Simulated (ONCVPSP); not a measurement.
## Si (Z = 14), ONCV: configuration errors across variants

Si, optimised norm-conserving Vanderbilt (ONCV), made with ONCVPSP 4.0.1 (PBE, scalar-relativistic). Core [He], reference 2s2 2p6 3s2 3p1 (charge +1). Waves: 2s+3s: rc 1.10 bohr, ncon 3, nbas 8, qcut 12.3 1/bohr, 2 projectors; 2p+3p: rc 0.75 bohr, ncon 5, nbas 9, qcut 18.6 1/bohr, 2 projectors. Local part: polynomial inside 0.55 bohr (lpopt 3, dvloc0 0 Ha). Core correction: none.

All-electron excitation energies from the reference (eV): (1) 2s2 2p6 3s2 3p2 -7.740; (2) 2s2 2p6 3s2 3p0 15.993; (3) 2s2 2p6 3s1 3p0 49.964; (4) 2s2 2p6 3s1 3p3 -0.926.

Errors AE − PS in meV (a dash: test not solved or not reliable):

```tsv
change	(1)	(2)	(3)	(4)	bound ghosts	GHOST(+) flags above zero
base	+0.2	+0.6	-1.7	+1.0	none	none
p: qcut 11.5	+0.3	+1.0	-1.2	+1.1	none	none
p: qcut 14.8	+0.3	+0.8	-1.5	+1.1	none	none
p: qcut 17.4	+0.2	+0.7	-1.6	+1.0	none	none
p: qcut 20.4	+0.2	+0.6	-1.7	+1.0	none	none
p: qcut 26.4	+0.2	+0.5	-1.8	+0.9	none	none
```

**Question.** Give the same row for: p: qcut 24.8.

**Answer.** +0.2, +0.5, -1.8, +0.9; bound ghosts: none; GHOST(+) flags above zero: none.
